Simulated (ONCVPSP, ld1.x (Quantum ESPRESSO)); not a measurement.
**Potentials for O (Z = 8) compared**

Generated with ld1.x 7.5 (TM, RRKJ, ultrasoft, PAW), atompaw 4.2 or ONCVPSP 4.0.1. The cutoff is in Ry: for ld1.x and atompaw files where the sum of valence levels is converged to 10 mRy in a Bessel basis, for ONCV files where the hardest occupied wave has 1 mHa per electron of residual kinetic energy. The error is the largest all-electron minus pseudo excitation energy over each file’s own four to seven test configurations (ionisations up to +4, promotions, holes and added fractions of an electron), all of which were solved. The labels leave out finer settings (local radius, basis sizes, second energies), which also bear on the numbers. Spin-polarised tests are not counted. The rows are a selection from randomly drawn settings: files with unsolved tests, undetermined cutoffs or missed reference levels are left out.

A true bound ghost makes a file unfit for plane-wave use even where its test errors are small: the radial tests pick states by their node count and pass the ghost by.

| potential | cutoff (Ry) | largest error (meV) | bound ghosts |
| --- | --- | --- | --- |
| ONCV, PBE, scalar-relativistic, rc 0.40/1.15/1.05 (spd), local smoothed, core correction no, reference 1s2 2s2 2p2.5, qcut 36.4/13.7/8.6, projectors 2/1/3 | 920 | +365 | none |
| ONCV, PBEsol, scalar-relativistic, rc 0.65/1.75 (sp), local smoothed, core correction no, reference 2s2 2p2, qcut 9.7/8.4, projectors 3/2 | 86 | +1078 | s |
| ONCV, PBE, scalar-relativistic, rc 0.40/1.30/1.00 (spd), local smoothed, core correction no, reference 1s2 2s2 2p4, qcut 31.1/8.8/10.2, projectors 2/2/1 | 779 | +664 | none |
| ONCV, LDA (Perdew-Wang 92), scalar-relativistic, rc 0.80/1.70 (sp), local smoothed, core correction yes, reference 2s1 2p5, qcut 10.2/7, projectors 1/3 | 85 | +1935 | none |
| ONCV, PBE, scalar-relativistic, rc 0.80/1.90 (sp), local smoothed, core correction yes, reference 2s1.75 2p4.25, qcut 6.9/8.5, projectors 2/3 | 225 | +569 | none |
| PAW, PBE, scalar-relativistic, rc 0.90/1.10 (sp), local smoothed, core correction yes, reference 2s2 2p4 | 55 | -1.8 | none |

Problem. Fill in the row for O: ONCV, BLYP, non-relativistic, rc 0.90/1.20/1.00 (spd), local smoothed, core correction yes, reference 2s2 2p3, qcut 7.8/14.2/11.5, projectors 2/2/1.

Solution. cutoff 107 Ry, largest error +501 meV, bound ghosts: none.

Problem. Fill in the row for O: ONCV, revPBE, non-relativistic, rc 0.70/1.35/1.30 (spd), local smoothed, core correction no, reference 2s2 2p2, qcut 11.6/11.5/8.2, projectors 2/2/2.

Solution. cutoff 90 Ry, largest error +650 meV, bound ghosts: none.

Problem. Fill in the row for O: ONCV, LDA (Perdew-Wang 92), scalar-relativistic, rc 0.70/1.25/1.00 (spd), local smoothed, core correction no, reference 2s2 2p4, qcut 7.8/10.6/8.3, projectors 2/3/2.

Solution. cutoff 147 Ry, largest error +414 meV, bound ghosts: none.
